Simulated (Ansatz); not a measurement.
Born–Oppenheimer molecular dynamics of AlCl2HO (5 atoms, charge 0, multiplicity 1). It goes on from the last frame of an earlier run, with new velocities.

The calculation used RKS PBE-D4/STO-3G (Ansatz).

```yaml
ensemble: NVE (velocity Verlet)
time_step: 1 fs
steps_asked: 166
starting_velocities_drawn_for: 400 K
seed: 574712
```

First frame:

```xyz
5
Properties=species:S:1:pos:R:3
Al 0.100 -0.080 -0.025
Cl -0.153 -0.116 2.017
Cl 1.823 0.170 -1.079
O -1.246 -0.326 -0.932
H -2.072 -0.675 -0.452
```

How far do the bonds stretch over the last three quarters of this one trajectory? (Pairs bonded in most of those frames.)


```tsv
bond	mean (Å)	spread (Å)	shortest	longest
Al1–Cl2	2.081	0.042	2.01	2.17
Al1–Cl3	2.074	0.046	2.00	2.17
Al1–O4	1.712	0.051	1.62	1.79
O4–H5	1.037	0.024	1.00	1.08
```

Mean temperature of the second half: 438 K. The conserved energy stayed within 0.64 meV per atom of its start (net change 0.58 meV per atom), so the integration is sound. A run of 0.17 ps of so small a system gives no equilibrium averages. Limits of this set-up: minimal basis.

Time of the run: 2.5 min on 1 thread of Arm Neoverse V2, on a shared host, peak memory 0.083 GiB.
